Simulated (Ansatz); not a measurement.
`CO[B]N` radical. The species carries charge 0 and has multiplicity 2.

Cartesian coordinates in Å:
```
C 0.6488 1.5017 0.1900
O 0.5140 0.1135 -0.0244
B -0.6818 -0.5093 -0.0270
N -0.8216 -1.8784 -0.2369
H -0.3232 1.9776 0.3434
H 1.2736 1.6687 1.0705
H 1.1366 1.9518 -0.6777
H -0.0337 -2.4884 -0.4000
H -1.7128 -2.3371 -0.2380
```

Q: Give the diagnostics of a CCSD(T)/def2-TZVPP run (frozen core, Ansatz). (An estimate is asked.)

A: Computed: T1 = 0.0136, largest single amplitude 0.026, largest double 0.021, (T) share of the correlation energy 3.6 %, 10 CCSD cycles. ⟨S²⟩ of the UHF reference is 0.754 against 0.75 for a pure state. T1 lies under the customary mark of 0.045 for open shells.
